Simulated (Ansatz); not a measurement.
Input for Ansatz (an electronic-structure program): R-revPBE/def2-TZVPPD on H2S (SMILES S). The basis file is the Basis Set Exchange's JSON of that set.

Ansatz 0.2 input:
```yaml
crystal:
  periodic: [false, false, false]
  atoms:
    - {symbol: S, position_ang: [0.00000000, -0.00000000, 0.61867212]}
    - {symbol: H, position_ang: [0.00000000, 0.97021160, -0.30933606]}
    - {symbol: H, position_ang: [-0.00000000, -0.97021160, -0.30933606]}
basis:
  gaussian:
    orbitals: def2-TZVPPD.json
hamiltonian:
  xc: {name: revPBE}
scf: {lower_state_search: off}
```

The log:

```
WARN ansatz: RAYON_NUM_THREADS=1 ignored (pool sized by the plan → 1); use --threads N
Functional definition: revPBE
these checks for a lower state are left out or cut short: stability, starts, cluster_reference, orbital_swaps, neighbouring_geometries, increment
integrals: 0.01 GiB planned
436 factors; their error is unknown
mean field: 0.15 GiB planned
mean field evaluation 1: about -10865.7171 eV, gradient 1.6e1 eV
mean field evaluation 2: about -10865.6796 eV, gradient 1.8e1 eV
mean field evaluation 4: about -10866.4712 eV, gradient 9.1e-1 eV
mean field evaluation 8: about -10866.4615 eV, gradient 1.6e-3 eV
mean field -10866.46150700 eV, -399.3350948300 hartree, gradient 2.5e-6 eV, S^2 0.000000; 0 other end points of the search recorded, 0 dependent functions left out
reference -10866.46157001 eV, -399.3350971456 hartree; 9, 9 occupied and 76, 76 virtual orbitals, 436 factors
Total energy: -10866.46157001 eV, -399.3350971456 hartree
Checks for a lower state left out: stability, starts, cluster_reference, orbital_swaps, neighbouring_geometries, increment
```

The calculation finished and met its thresholds.

Cost: around 0.27 core-seconds (rough).
